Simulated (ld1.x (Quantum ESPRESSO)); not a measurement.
Cr: one change to an RRKJ potential, before and after

ld1.x (Quantum ESPRESSO) 7.5 input, shortened:

```
&input
   title='Cr', zed=24., rel=1, dft='BP', iswitch=3,
   config='[Ar] 3d4 4s0 4p0'
 /
 &inputp
   pseudotype=2, tm=.false., lloc=1,
   nlcc=.true.
 /
3
4S  1  0   0.00   0.00  2.10  2.10  0.0
3D  3  2   4.00   0.00  1.40  1.40  0.0
3P  2  1   6.00   0.00  1.15  1.15  0.0
 &test
   configts(1)='3p6 3d4 4s0 4p0'
 /
```

All-electron outer shells of the reference configuration (BP86, scalar-relativistic, ld1.x):

```
shell  level (eV)  outermost node (bohr)  outermost maximum (bohr)
   3s      -95.17                   0.36                      0.78
   3p      -66.50                   0.33                      0.80
   3d      -22.92                      –                      0.82
   4s      -18.46                   1.10                      2.33
   4p      -13.18                   1.20                      2.74
```

Change: core correction a·sin(br)/r model core inside 1.26 bohr.

Cutoffs: the cutoffs (Ry, on a coarse ladder) from which the occupation-weighted sum of valence levels, in a spherical-Bessel basis at the reference potential, stays within 10 and 1 mRy of its value at 400 Ry; they do not see the model core or the augmentation charge, which bear on the density cutoff. Errors are all-electron minus pseudo energies relative to the spin-unpolarised reference configuration.

Q: How do hardness, ghosts and transferability respond?

A: The potential gets neither clearly harder nor softer (90 Ry and 120 Ry → 90 Ry and 120 Ry); both files keep a bound ghost (s); the errors of the 7 common tests hardly move. The default core radius of the base comes out at 0.46 bohr. A wider model core is smoother and lowers the density cutoff, which this test does not measure.

```tsv
quantity	base	changed
cutoff, loose	90 Ry	90 Ry
cutoff, tight	120 Ry	120 Ry
bound ghosts	s	s
error for 3p6 3d5 4s1 4p0, meV [ΔE -23.22 eV]	+18	+18
error for 3p6 3d5 4s0 4p0, meV [ΔE -16.15 eV]	-13	-13
error for 3p6 3d3 4s0 4p0, meV [ΔE 30.80 eV]	-16	-14
error for 3p6 3d6 4s0 4p0, meV [ΔE -21.46 eV]	-26	-25
error for 3p5 3d5 4s1 4p0, meV [ΔE 28.41 eV]	-107	-100
error for 3p6 3d4 4s1 4p0, meV [ΔE -15.07 eV]	-9.6	-9.5
error for 3p6 3d5.5 4s0.5 4p0, meV [ΔE -22.49 eV]	+0.9	+1.1
s: phases at 2.29 bohr within 0.05 rad from the reference energy up to (Ry; the scan ends near 5)	2.1	2.1
p: phases at 2.29 bohr within 0.05 rad from the reference energy up to (Ry; the scan ends near 5)	to the end of the scan	to the end of the scan
d: phases at 2.29 bohr within 0.05 rad from the reference energy up to (Ry; the scan ends near 5)	0.8	0.8
```

Base: These tests converged, but a pseudo level misses the all-electron one widely, so the file describes the atom poorly there or has found another state: 3p6 3d3 4s0 4p0: empty 4s by 3.3 eV (a node warning on the way). Changed file: These tests converged, but a pseudo level misses the all-electron one widely, so the file describes the atom poorly there or has found another state: 3p6 3d3 4s0 4p0: empty 4s by 3.2 eV (a node warning on the way). A true bound ghost makes a file unfit for plane-wave use even where its test errors are small: the radial tests pick states by their node count and pass the ghost by.
